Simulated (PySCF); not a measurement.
**Spinor energies of Pt⁴²⁺ (platinum, charge +42)**

Start: [Kr]. Calculated with PySCF 2.14 in an even-tempered Gaussian basis (18 s from 2.2 bohr⁻², ratio 2.6; 16 p from 2.9 bohr⁻², ratio 2.6; 11 d from 2.9 bohr⁻², ratio 2.6; 5 f from 3 bohr⁻², ratio 2.8): generalised Hartree-Fock with the X2C-1e Hamiltonian and a Gaussian nucleus; spin-orbit coupling (SO) screened by Boettger's factors.

```json
{"spinor shell": "1s1/2", "electrons": "2", "ε, screened SO (eV)": "-80797.3", "weight of nominal j (screened SO)": "1.000", "rms radius, screened SO (bohr)": "0.0194"}
{"spinor shell": "2s1/2", "electrons": "2", "ε, screened SO (eV)": "-15983.1", "weight of nominal j (screened SO)": "1.000", "rms radius, screened SO (bohr)": "0.0781"}
{"spinor shell": "2p1/2", "electrons": "2", "ε, screened SO (eV)": "-15381.3", "weight of nominal j (screened SO)": "1.000", "rms radius, screened SO (bohr)": "0.0662"}
{"spinor shell": "2p3/2", "electrons": "4", "ε, screened SO (eV)": "-13644.7", "weight of nominal j (screened SO)": "1.000", "rms radius, screened SO (bohr)": "0.0740"}
{"spinor shell": "3s1/2", "electrons": "2", "ε, screened SO (eV)": "-5274.4", "weight of nominal j (screened SO)": "1.000", "rms radius, screened SO (bohr)": "0.197"}
{"spinor shell": "3p1/2", "electrons": "2", "ε, screened SO (eV)": "-5009.4", "weight of nominal j (screened SO)": "1.000", "rms radius, screened SO (bohr)": "0.188"}
{"spinor shell": "3p3/2", "electrons": "4", "ε, screened SO (eV)": "-4609.1", "weight of nominal j (screened SO)": "1.000", "rms radius, screened SO (bohr)": "0.203"}
{"spinor shell": "3d3/2", "electrons": "4", "ε, screened SO (eV)": "-4179.4", "weight of nominal j (screened SO)": "1.000", "rms radius, screened SO (bohr)": "0.178"}
{"spinor shell": "3d5/2", "electrons": "6", "ε, screened SO (eV)": "-4093.3", "weight of nominal j (screened SO)": "1.000", "rms radius, screened SO (bohr)": "0.182"}
{"spinor shell": "4s1/2", "electrons": "2", "ε, screened SO (eV)": "-2419.7", "weight of nominal j (screened SO)": "1.000", "rms radius, screened SO (bohr)": "0.402"}
{"spinor shell": "4p1/2", "electrons": "2", "ε, screened SO (eV)": "-2296.8", "weight of nominal j (screened SO)": "1.000", "rms radius, screened SO (bohr)": "0.399"}
{"spinor shell": "4p3/2", "electrons": "4", "ε, screened SO (eV)": "-2170.8", "weight of nominal j (screened SO)": "1.000", "rms radius, screened SO (bohr)": "0.422"}
```

```tsv
quantity	screened SO
E (hartree)	-17289.83143
M_J	0
⟨J²⟩	0.000
⟨L²⟩	0.100
⟨S²⟩	0.100
```

Breit and QED terms are absent; they matter most for the inner s and p1/2 levels.

Densities and radii are taken from the X2C orbitals without a picture-change correction, which distorts them close to the nucleus.
